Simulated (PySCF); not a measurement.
Cd(OH)(SMe) (CH4CdOS), SMILES C[S][Cd][OH]. Atoms are numbered in the order given.

```xyz
8

Cd    -0.3414     0.2447     0.3980
O     -1.9118     1.1839     1.1799
H     -1.6924     2.1319     1.2723
S      1.4465    -0.9857    -0.4939
C      1.1476    -0.8450    -2.3075
H      0.1837    -1.2954    -2.6122
H      1.9643    -1.4142    -2.7929
H      1.1986     0.2023    -2.6618
```
Charge 0, spin multiplicity 1.

Coordinates come from a PBE-D3(BJ)/def2-SVP optimisation. The structure was generated by enumeration; whether it is a known compound was not checked. The def2 effective core potentials stand for the cores of Cd; spin–orbit coupling is left out. Other conformers were not sampled.

Calculation: r2SCAN/def2-TZVPD run with PySCF.

The total energy is -681.75437 hartree. The highest occupied level is -5.86 eV and the lowest empty level is -2.07 eV. The orbital gap is 3.78 eV. The dipole moment comes out as 2.01 D and the quadrupole, principal values (traceless, Buckingham form, about the centre of nuclear charge) is -13.12, 4.35, 8.77 D·Å. The mean static polarisability is 75.2 bohr³ (11.15 Å³) and the polarisability, principal values is 56.7, 64.3, 104.6 bohr³.
